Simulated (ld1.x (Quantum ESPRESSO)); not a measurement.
## scandium (Sc), TM semilocal: configuration errors across variants

scandium, norm-conserving Troullier–Martins (semilocal form), made with ld1.x (Quantum ESPRESSO) 7.5 (BLYP, non-relativistic). Core [Ar], reference 3d1 4s1.5 4p0.5. Waves: 4s (bound): rc 2.15 bohr; 3d (bound): rc 1.85 bohr; 4p (bound): rc 4.20 bohr. Local part: the p channel. Core correction: a·sin(br)/r model core inside 1.65 bohr.

All-electron excitation energies from the reference (eV): (1) 3d1 4s2 4p0 -1.361; (2) 3d1 4s1 4p0 5.418; (3) 3d1 4s0 4p0 18.251; (4) 3d2 4s0 4p0 6.056; (5) 3d1 4s0 4p2 4.342; (6) 3d2 4s1 4p0 0.179; (7) 3d0 4s2 4p0 7.084.

A semilocal file is local in each channel, so a ghost entry of none says nothing of the separable form that plane-wave codes build from it.

Tests that are not counted but printed errors over 1 eV. “all radii but the core radius scaled by about 0.88 (s 1.88, p 3.68, d 1.62 bohr)”: 3d0 4s2 4p0 (solver errors, printed error -14.6 eV).

A true bound ghost makes a file unfit for plane-wave use even where its test errors are small: the radial tests pick states by their node count and pass the ghost by. Where a test does run into it, the solver fails or the error is huge.

Errors AE − PS in meV (a dash: test not solved or not reliable):

| change | (1) | (2) | (3) | (4) | (5) | (6) | (7) | bound ghosts |
| --- | --- | --- | --- | --- | --- | --- | --- | --- |
| base | 0.0 | +1.0 | -16 | -156 | -5.1 | -92 | +57 | none |
| all radii but the core radius scaled by about 0.88 (s 1.88, p 3.68, d 1.62 bohr) | +0.6 | +6.4 | -8.2 | -104 | -8.2 | -43 | – | none |
| all radii but the core radius scaled by about 0.92 (s 1.98, p 3.86, d 1.70 bohr) | +0.1 | +3.4 | -13 | -128 | -8.8 | -69 | +449 | none |
| all radii but the core radius scaled by about 1.13 (s 2.42, p 4.74, d 2.08 bohr) | +0.2 | -1.5 | -21 | -179 | +2.3 | -106 | -165 | none |
| all radii but the core radius scaled by about 1.20 (s 2.58, p 5.04, d 2.22 bohr) | +0.4 | -2.5 | -23 | -174 | +5.5 | -104 | -174 | none |
| all radii but the core radius scaled by about 1.28 (s 2.76, p 5.38, d 2.38 bohr) | +0.7 | -3.8 | -26 | -163 | +9.6 | -99 | -156 | none |
| all radii but the core radius scaled by about 1.38 (s 2.96, p 5.78, d 2.54 bohr) | +1.0 | -5.0 | -31 | -134 | +13 | -85 | -96 | none |

**Question.** Give the same row for: all radii but the core radius scaled by about 0.79 (s 1.68, p 3.30, d 1.46 bohr).

**Answer.** +3.2, +28, +25, -38, +20, +62, –; bound ghosts: s. Not counted: 3d0 4s2 4p0 (solver errors, printed error -14.7 eV).
